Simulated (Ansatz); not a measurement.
Ti(OH)4 cation (H4O4Ti), SMILES [OH][Ti]([OH])([OH])[OH] (connectivity only; charge and spin as stated), charge +1, multiplicity 2.

Coordinates come from a ωB97X-D3(BJ)/def2-SVP optimisation. The spin state was assumed, not searched. The isomer is the one that the SMILES or the coordinates give; other isomers of the formula were not compared. One conformer was computed; it need not be the lowest.

Two levels are set side by side: PBE/def2-SVPD (Ansatz, a program for electronic structure) and PBE0/def2-SVPD (Ansatz). Energy differences of separate SCF runs at the same geometry; the states with an electron removed or added have multiplicity 3 and 1. Differences are taken from unrounded values.

```json
[
 {"quantity": "vertical ionisation energy (eV)", "PBE0": "16.70"},
 {"quantity": "vertical electron affinity (eV)", "PBE0": "9.27"}
]
```

What does PBE give, and how far is it from PBE0? (The exact figures need the calculation; the answer reports its results.)


| quantity | PBE | PBE minus PBE0 |
|---|---|---|
| vertical ionisation energy (eV) | 16.32 | -0.38 |
| vertical electron affinity (eV) | 9.30 | 0.03 |
